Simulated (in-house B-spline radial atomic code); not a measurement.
## F4+: [He] 2s(1 up, 0 down) 2p(0 up, 1 down) 3d(0 up, 1 down) (an excited or competing configuration)

Level of theory: non-relativistic M06-2X, spin-polarised, spherical fractional occupations, point nucleus; calculated with a B-spline radial code for spherical atoms.

Effective charges: Z_r = [3n² - l(l+1)]/(2<r>) from the radius, Z_e = n√(-2ε) from the energy, and Slater's rules. Values are occupation-weighted means over spin.

```json
{"shell": "1s", "electrons": "2", "ε (eV)": "-825.38", "<r> (bohr)": "0.1752", "Z_r": "8.56", "Z_e": "7.79", "Slater": "8.70"}
{"shell": "2s", "electrons": "1", "ε (eV)": "-133.63", "<r> (bohr)": "0.8155", "Z_r": "7.36", "Z_e": "6.27", "Slater": "6.95"}
{"shell": "2p", "electrons": "1", "ε (eV)": "-107.1", "<r> (bohr)": "0.7524", "Z_r": "6.65", "Z_e": "5.61", "Slater": "6.95"}
{"shell": "3d", "electrons": "1", "ε (eV)": "-33.938", "<r> (bohr)": "2.01", "Z_r": "5.22", "Z_e": "4.74", "Slater": "5.00"}
```

The least bound orbital is 3d down at -33.94 eV, and it is also the most diffuse (<r> = 2.01 bohr).

Caution: exact exchange at fractional occupations of open shells leaves self-interaction of up to several eV.
